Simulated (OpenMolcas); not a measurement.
## d4 ions of charge +4 down a group with 6 water ligands in octahedral coordination

```
Program             : OpenMolcas
Method              : CASSCF
Spin-orbit coupling : state interaction with AMFI integrals over the reference wave functions
```

The d shell is active. Anionic complexes are neutralised by point charges behind the ligands. Distances were set from a Shannon-type radius of the metal (high-spin where two are listed) plus a fixed donor radius (H2O 1.36 Å). Ligand basis ANO-RCC-VDZP, DKH2 Hamiltonian. States (labels of O, taken over from Oh, the nearest higher group). Energies in cm-1 above the lowest state or level, χT in cm3 K/mol; under a threefold ground state the first gap can be a small split of the lowest multiplet, not the spin-orbit step; 10Dq and B are least-squares fits to the states below 45000 cm-1, weighted by degeneracy, with a free offset, and given where the rms deviation is under 5 % of |10Dq| (or 100 cm-1) and under 700 cm-1. Spin-only χT is S(S+1) / 2 for the spin of the ground state.

```json
{"Ion": "Ru4+", "Shell": "4d4", "R (Å)": "1.98", "Metal basis": "ANO-RCC-VDZP", "Ground state": "3T1", "First state of that spin": "3E 27140", "10Dq": "30453", "B (rms of fit)": "763 (481)", "First gap with spin-orbit (degeneracies)": "738.7 (1, 3)", "χT at 300 K": "1.050", "First state of another spin": "1T2 9030", "Spin-only χT": "1.000"}
{"Ion": "Os4+", "Shell": "5d4", "R (Å)": "1.99", "Metal basis": "ANO-RCC-VTZP", "Ground state": "3T1", "First state of that spin": "3E 33119", "10Dq": "36187", "B (rms of fit)": "647 (298)", "First gap with spin-orbit (degeneracies)": "3565 (1, 3)", "χT at 300 K": "0.208", "First state of another spin": "1T2 8745", "Spin-only χT": "1.000"}
```

The rows also differ in their metal basis, so part of each step comes from that.

|10Dq| changes by a factor of 36187 / 30453 = 1.19 from Ru4+ to Os4+.

B goes from 763 cm-1 (Ru4+) to 647 cm-1 (Os4+).

Below the highest spin of the shell: Ru4+, Os4+. χT departs most from the spin-only value for Os4+, by -0.792 cm3 K/mol.

Without dynamic correlation the repulsion within the d shell is too large (B by tens of per cent), so at a given field states of lower spin stand too high. With metal d orbitals alone the field can be off either way by tens of per cent. Ligand-to-metal charge-transfer states are missing. With no ligand orbital active B as a rule stays too high, so bands that hang on it stand too high and its fall with covalency is understated. An orbital triplet at a regular site is open to Jahn-Teller coupling, which can distort the site and quench the lowest spin-orbit gaps and is left out (holds for Ru4+). This shell can be high or low spin here, a state of another spin lies low, and with metal d orbitals alone active their balance is uncertain, so the ground spin may be wrong, although the usual error favours high spin (holds for Ru4+). The least metal-like active orbital is 74 % on the metal (Löwdin) and no ligand orbital is active, so the numbers are rough (holds for Ru4+). The least metal-like active orbital is 73 % on the metal (Löwdin) and no ligand orbital is active, so the numbers are rough (holds for Os4+). No measured value stands beside these numbers; the geometry is a model, was not optimised and need not be the one that this ion takes.
